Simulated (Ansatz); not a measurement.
Total energies of `[OH][Al]([F])[SeH]`.

| atom | x (Å) | y (Å) | z (Å) |
| --- | --- | --- | --- |
| O1 | -0.399 | 1.614 | -0.752 |
| Al2 | -0.349 | 0.179 | 0.119 |
| F3 | -1.591 | -0.142 | 1.142 |
| Se4 | 1.368 | -1.343 | -0.058 |
| H5 | 0.264 | 1.904 | -1.375 |
| H6 | 0.707 | -2.213 | 0.925 |

Charge 0, multiplicity 1. Correlated methods include outer-core shells of Se, which these sets cover unevenly. Scalar relativity is left out up to krypton. Geometry: relaxed with PBE0-D4/def2-TZVP. It is one conformer, not always the lowest. Basis def2-TZVPP, Ansatz.

RPA on PBE orbitals: Hartree–Fock energy of these orbitals -2817.45491 Eh, correlation -1.26922 Eh (frozen core).

```tsv
functional	kind	energy without D4 (Eh)	D4 term (kJ/mol)
PBE	GGA	-2819.85303	-11.6
r2SCAN	meta-GGA	-2820.41548	-2.6
PBE0	global hybrid, 25 % exact exchange	-2819.95226	-9.9
r2SCAN0	meta-GGA hybrid, 25 %	-2820.37799	-3.2
HSE06 (plane-wave form)	screened hybrid	-2819.94199	-9.3
BHLYP	global hybrid, 50 %	-2820.44670	-16.7
LC-ωPBE	long-range corrected hybrid	-2820.01741	–
ωB97X-V	range-separated hybrid GGA with VV10	-2820.20454	–
B2PLYP	double hybrid	-2819.93840	–
PBE-QIDH	double hybrid	-2819.53104	–
```

Q: Give the same for LDA (SPW92), revPBE, BLYP, B97M-V, B3LYP, r2SCANh, CAM-B3LYP, ωB97M-V. (An estimate is asked.)

A: Computed: 
```json
{"functional": "LDA (SPW92)", "kind": "LDA", "energy without D4 (Eh)": "-2814.87731", "D4 term (kJ/mol)": "–"}
{"functional": "revPBE", "kind": "GGA", "energy without D4 (Eh)": "-2820.20972", "D4 term (kJ/mol)": "-29.5"}
{"functional": "BLYP", "kind": "GGA", "energy without D4 (Eh)": "-2820.54959", "D4 term (kJ/mol)": "-24.7"}
{"functional": "B97M-V", "kind": "meta-GGA with VV10", "energy without D4 (Eh)": "-2819.96941", "D4 term (kJ/mol)": "–"}
{"functional": "B3LYP", "kind": "global hybrid, 20 %", "energy without D4 (Eh)": "-2820.58702", "D4 term (kJ/mol)": "-18.9"}
{"functional": "r2SCANh", "kind": "meta-GGA hybrid, 10 %", "energy without D4 (Eh)": "-2820.40001", "D4 term (kJ/mol)": "-2.9"}
{"functional": "CAM-B3LYP", "kind": "range-separated hybrid", "energy without D4 (Eh)": "-2820.61460", "D4 term (kJ/mol)": "-10.2"}
{"functional": "ωB97M-V", "kind": "range-separated hybrid meta-GGA with VV10", "energy without D4 (Eh)": "-2820.33303", "D4 term (kJ/mol)": "–"}
```

B3LYP takes the VWN-RPA correlation (the form of Gaussian; ORCA's B3LYP/G). HSE06 is the plane-wave form, built on full-range PBE exchange. The double hybrids freeze the cores in their second-order part.

LC-ωPBE has ω = 0.4 bohr⁻¹.
